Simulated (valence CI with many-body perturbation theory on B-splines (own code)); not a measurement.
Which ion has this spectrum?

A relativistic CI+MBPT calculation for an atom or ion with 5 electrons gives these levels (Ry):

```csv
J,Parity,E,g
1/2,odd,0.00,0.61
1/2,even,20.89,2.02
3/2,odd,121.51,1.30
3/2,even,136.26,1.61
5/2,even,139.29,1.30
1/2,even,144.86,1.27
3/2,even,145.01,0.97
3/2,odd,166.63,1.31
5/2,even,259.07,1.41
1/2,even,267.42,1.92
3/2,even,267.46,1.16
3/2,odd,284.35,1.43
5/2,odd,286.01,1.16
1/2,odd,290.45,0.61
```

The energies are calculated, and their last digits are not significant.

Task: Which is it?
A. Os71+
B. W69+
C. Re70+
D. Ir72+

Result: A. Os71+, ground level (2s^2 2p1/2) J=1/2.
